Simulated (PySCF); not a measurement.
Al(F)(Me)(OtBu) (C5H12AlFO), SMILES [CH3][Al]([F])[O]C(C)(C)C.

Geometry: B3LYP-D3(BJ)/def2-SVP. Other conformers were not sampled.

Method: r2SCAN/def2-SVP in PySCF.

Symmetry labels are those of the subgroup Cs that the program uses (full group Cs).

Computed valence orbital energies around the gap with their symmetry:
| orbital | symmetry | energy (eV) |
|---|---|---|
| HOMO−7 | A" | -9.36 |
| HOMO−6 | A' | -9.32 |
| HOMO−5 | A" | -9.01 |
| HOMO−4 | A' | -8.64 |
| HOMO−3 | A" | -8.61 |
| HOMO−2 | A' | -7.73 |
| HOMO−1 | A' | -6.84 |
| HOMO | A" | -6.76 |
| LUMO | A' | -0.21 |
| LUMO+1 | A" | -0.12 |
| LUMO+2 | A' | 1.75 |
| LUMO+3 | A' | 2.09 |
